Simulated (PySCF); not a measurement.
Identify the unknown among the candidates.

All candidates are C7H10O4.

| technique | computed result |
| --- | --- |
| 1H NMR | chemical shifts (computed TMS as zero) by class: 6.01 (1 H), 4.23 (3 H), 2.50 (2 H), 2.47 (2 H), 1.92 (1 H), 1.72 (1 H) ppm [GIAO PBE0/pcSseg-1] |
| 13C NMR | chemical shifts (computed TMS as zero) by class: 163.4 (1 C), 161.2 (1 C), 68.1 (1 C), 52.5 (1 C), 31.2 (2 C), 12.8 (1 C) ppm [GIAO PBE0/pcSseg-1] |
| Rotational structure | rotational constants A, B, C: 3.370, 0.496, 0.465 GHz [GFN2-xTB] |
| Dipole | 0.36 D [PBE0/pcSseg-1] |
| NMR, other nuclei | isotropic shieldings of nuclei other than C and H, by class: -86 (1 O), -84 (1 O), 92 (1 O), 147 (1 O) ppm [GIAO PBE0/pcSseg-1] |

Electronic properties: PySCF, gas phase, density fitting. Levels stand in brackets. Geometry: GFN2-xTB, one conformer, isolated molecule. GFN2-xTB frequencies show an imaginary mode (22i cm⁻¹), so this geometry is no minimum at that level. NMR values are class means; diastereotopic atoms form classes of their own.

Question: Which candidate is it?
A. `COC(=O)C(=O)OC1CCC1`
B. `C/C=C/COC(=O)OC(C)=O`
C. `CCOC(=O)C(=O)OC1CC1`

Answer: A. It is `COC(=O)C(=O)OC1CCC1`. Numbering: `[CH3:1][O:2][C:3](=[O:4])[C:5](=[O:6])[O:7][CH:8]1[CH2:9][CH2:10][CH2:11]1`. Its formula, C7H10O4, gives 3 degrees of unsaturation: 1 ring and 2 π bonds in the structure found. 7 carbons fall into 6 classes; from least to most shielded: ester carbonyl carbon [C3] (163.4 ppm), ester carbonyl carbon [C5] (161.2 ppm), ring sp3 carbon bound to oxygen [C8] (68.1 ppm), methoxy carbon [C1] (52.5 ppm), four-membered-ring carbon [C9/C11] (31.2 ppm, 2 C), four-membered-ring carbon [C10] (12.8 ppm). Hydrogen classes from least to most shielded: 1 H on an sp3 carbon bound to oxygen, C8 (6.01 ppm), 3 H on a methoxy carbon, C1 (4.23 ppm, a mean of values up to 1.7 ppm apart in this geometry), 2 H on 2 four-membered-ring carbons, C9/C11 (2.50 ppm), 2 H on 2 four-membered-ring carbons, C9/C11 (2.47 ppm), 1 H on a four-membered-ring carbon, C10 (1.92 ppm), 1 H on a four-membered-ring carbon, C10 (1.72 ppm). The other shieldings belong to: -86 ppm, ester carbonyl oxygen [O4]; -84 ppm, ester carbonyl oxygen [O6]; 92 ppm, ester single-bonded oxygen [O7]; 147 ppm, ester single-bonded oxygen [O2]. By its constants the optimised geometry is an asymmetric top.

The others, at the same levels:
- `C/C=C/COC(=O)OC(C)=O` fails: it has 7 carbon classes against 6; its computed 13C shifts are 170.3 (1 C), 155.0 (1 C), 132.7 (1 C), 131.3 (1 C), 70.5 (1 C), 23.6 (1 C), 21.8 (1 C) ppm, 1H shifts are 5.89 (1 H), 5.60 (1 H), 4.91 (2 H), 2.20 (3 H), 1.93 (3 H) ppm and rotational constant A is 1.981 GHz (against 3.370 GHz).
- `CCOC(=O)C(=O)OC1CC1` fails: its computed 13C shifts are 164.1 (1 C), 163.5 (1 C), 65.3 (1 C), 51.3 (1 C), 15.9 (1 C), 8.0 (2 C) ppm, 1H shifts are 5.22 (1 H), 4.54 (2 H), 1.35 (3 H), 1.05 (2 H), 0.78 (2 H) ppm and rotational constant A is 3.102 GHz (against 3.370 GHz).

Each candidate is one conformer, not necessarily the lowest. Dipoles, sizes and rotational constants follow the conformer. The torsions of the flexible species, by atom-mapped SMILES:
- `[CH3:1][O:2][C:3](=[O:4])[C:5](=[O:6])[O:7][CH:8]1[CH2:9][CH2:10][CH2:11]1`: C1–O2–C3–O4 -1°, O2–C3–C5–O6 -2°, C3–C5–O7–C8 180°, C5–O7–C8–C9 128°

The conformers of `C/C=C/COC(=O)OC(C)=O` and `CCOC(=O)C(=O)OC1CC1` aren't listed.
